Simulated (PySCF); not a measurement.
C5H4OS2, SMILES O=Cc1ccc(S)s1, GFN2-xTB optimised geometry.

```
12

O     -2.55    -2.20     0.00
C     -1.34    -2.26     0.00
C     -0.44    -1.13     0.00
C      0.93    -1.13     0.00
C      1.49     0.15     0.00
C      0.53     1.13     0.00
S      0.85     2.85     0.00
S     -1.07     0.49     0.00
H     -0.81    -3.23     0.00
H      1.51    -2.04     0.00
H      2.55     0.36     0.00
H     -0.42     3.23     0.00
```

Density from PBE0/def2-TZVP (PySCF 2.14.0) at that geometry.

Minimum of the electron density along straight lines between bonded atoms, close to the bond critical point (lines longer than 1.1 times the sum of covalent radii, or with two minima, are not listed):

| bond | length / Å | ρ at the minimum / e bohr⁻³ | ∇²ρ there / e bohr⁻⁵ | position (fraction from the first atom) |
|---|---|---|---|---|
| O1–C2 | 1.208 | 0.422 | -0.07 | 0.67 |
| C2–C3 | 1.439 | 0.296 | -0.86 | 0.49 |
| C3–C4 | 1.377 | 0.323 | -0.94 | 0.51 |
| C4–C5 | 1.396 | 0.313 | -0.91 | 0.50 |
| C5–C6 | 1.374 | 0.324 | -0.94 | 0.47 |
| C6–S7 | 1.746 | 0.205 | -0.42 | 0.50 |
| C3–S8 | 1.742 | 0.208 | -0.41 | 0.47 |
| C6–S8 | 1.727 | 0.214 | -0.44 | 0.50 |
| C2–H9 | 1.109 | 0.277 | -0.97 | 0.65 |
| C4–H10 | 1.075 | 0.290 | -1.05 | 0.65 |
| C5–H11 | 1.075 | 0.289 | -1.04 | 0.65 |
| S7–H12 | 1.332 | 0.223 | -0.68 | 0.64 |
